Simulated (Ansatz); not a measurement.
Consider the substitution at a C–Mg bond: `C[CH](C)[Mg][F]` + `[OH][InH2]` → `CC(C)[O][InH2]` + `[F][MgH]`.

Isolated molecules relaxed with PBE0-D4/def2-TZVP in Ansatz; ΔE leaves out vibrations. CCSD(T)/CBS is the MP2 limit (def2-TZVPP, def2-QZVPP) plus CCSD(T) − MP2 in def2-TZVPP, frozen cores. DFT in def2-TZVPP. def2 core potentials past Kr. For In, Mg outer-core shells are correlated without core-valence functions, which leaves a few kJ/mol of doubt a bond. Each species was taken in one conformer, which may not be the lowest.

```tsv
level	ΔE (eV)
ωB97M-V	0.23
CAM-B3LYP	0.20
```

**Question.** What does CCSD(T)/CBS give? (An estimate is asked.)

**Answer.** Computed: +0.28 eV. The listed levels differ from it by -0.05, -0.08 eV.

Largest T1 diagnostic among the species: 0.017.

From BLYP to BHLYP (50 % exact exchange), in def2-TZVPP and without D4, ΔE moves by −0.12 eV. The D4 term adds −0.08 eV with B3LYP and −0.04 eV with PBE0; it sums over pairs of atoms, weighted by their polarisabilities, and B3LYP, whose exchange is more repulsive, gets the larger term.

B3LYP here is the variant with VWN-RPA as its local correlation; programs differ in this.
